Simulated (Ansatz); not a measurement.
Species: C3H4O2, SMILES `C=CC(=O)O` (C–C–C–O torsion 180°, O–C–O–H torsion 0°) (charge 0, multiplicity 1).

Give a relaxed geometry from Ansatz (a first-principles code) with B3LYP-D3(BJ)/def2-TZVP.

This is not unique; one that fits is the end point of this relaxation, one of several conformers (outside a Z-matrix the atoms follow the SMILES, hydrogens last).
Z-matrix (Å, degrees):
```
C
C 1 1.3284
H 2 1.0816 1 121.42
H 1 1.0820 2 122.01 3 -180.00
H 2 1.0822 3 117.55 1 180.00
C 1 1.4764 4 113.62 2 180.00
O 6 1.2067 1 123.82 4 0.00
O 6 1.3549 7 122.36 1 -180.00
H 8 0.9691 6 106.51 7 0.00
```
